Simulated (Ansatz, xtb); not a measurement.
**Ranking isomers of BGeH3**

3 gas-phase structures of BGeH3, found in a search over its isomers (lower ones may exist). Each was relaxed with GFN2-xTB:

A. `[BH2][GeH]`, a triplet
B. `[BH2][GeH]`, a singlet
C. a singlet given by its coordinates

C (Å):

```csv
atom,x (Å),y (Å),z (Å)
B,0.3469,0.1263,-0.0488
Ge,1.3093,0.8393,-1.6361
H,0.9342,-0.6201,0.6628
H,-0.8220,-0.0590,-0.1279
H,0.5628,1.3201,0.3187
```

Close contacts (Å): B1–Ge2 1.99, B1–H3 1.19, B1–H4 1.19, B1–H5 1.27, Ge2–H5 2.15.

Question: Make a reasoned guess at their ranking by r2SCAN-D4/def2-SVP single-point energy.

Answer: Calculated order at r2SCAN-D4/def2-SVP: C (0.0), B (4.5), A (12.6) kcal/mol.

Energies above the lowest of each column, in kcal/mol (a dash: not run or not comparable):

```json
{"structure": "C", "GFN2-xTB": "0.0", "HF/STO-3G": "9.8", "r2SCAN-D4/def2-SVP": "0.0"}
{"structure": "B", "GFN2-xTB": "1.1", "HF/STO-3G": "0.0", "r2SCAN-D4/def2-SVP": "4.5"}
{"structure": "A", "GFN2-xTB": "–", "HF/STO-3G": "1.8", "r2SCAN-D4/def2-SVP": "12.6"}
```

r2SCAN-D4/def2-SVP puts C lowest; HF/STO-3G picks B. Some further structures that were screened fall inside this span and aren't listed. Flexible structures stand in one conformer each, not always the lowest. Frequencies (B3LYP-D3(BJ)/def2-SVP) were run for A alone. GFN2-xTB has no spin polarisation and isn't compared across spin states. Open shells are spin-unrestricted.

Programs: Ansatz 0.2.0, xtb 6.7.1.
